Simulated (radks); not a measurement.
Results of a calculation; reference values are marked as such.
Problem. Radial electron density D(r) = 4 pi r^2 rho(r) of an atom or ion with 45 electrons. Level of theory: scalar-relativistic Kohn-Sham, PBE, spin-unpolarised, spherical densities, point nucleus (a radial shooting solver on a logarithmic mesh with Libxc functionals).

r (bohr),D(r) (e/bohr)
0.002327,9.723
0.002645,11.85
0.00303,14.54
0.003472,17.74
0.003977,21.48
0.004557,25.79
0.005221,30.69
0.005981,36.12
0.006853,41.99
0.007851,48.15
0.008995,54.34
0.01031,60.26
0.01181,65.50
0.01353,69.66
0.0155,72.35
0.01775,73.32
0.02034,72.56
0.02312,70.54
0.02649,67.68
0.03035,65.12
0.03477,64.08
0.03983,65.65
0.04563,70.33
0.05228,77.64
0.0599,85.96
0.06862,92.82
0.07862,95.70
0.09007,93.19
0.1032,85.98
0.1182,77.05
0.1355,70.53
0.1552,69.52
0.1778,73.89
0.2021,79.40
0.2315,81.26
0.2652,74.92
0.3039,60.90
0.3482,44.40
0.3989,32.02
0.457,27.35
0.5236,28.83
0.5998,31.50
0.6872,30.89
0.7873,25.79
0.902,18.10
1.033,10.63
1.184,5.193
1.356,2.091
1.554,0.6821
1.766,0.1910
2.024,0.03782
2.318,0.005460
2.656,0.0005483

What is the nuclear charge?

Solution. Z = 56. The innermost maximum, from 1s, lies near gamma/Z bohr with gamma = sqrt(1 - (Z/c)^2) = 0.913, here 0.0163 bohr (found: 0.0179), and its height grows with Z. The density is that of the barium ion Ba11+ in [Kr] 4d9; the configuration itself is not fixed sharply by these data, and Z only to a few units. D(r) has 4 maxima, at r = 0.0179, 0.0793, 0.224, 0.629 bohr, and minima at 0.0345, 0.148, 0.468 bohr, inside which lie 1.96, 11.17, 29.03 electrons.
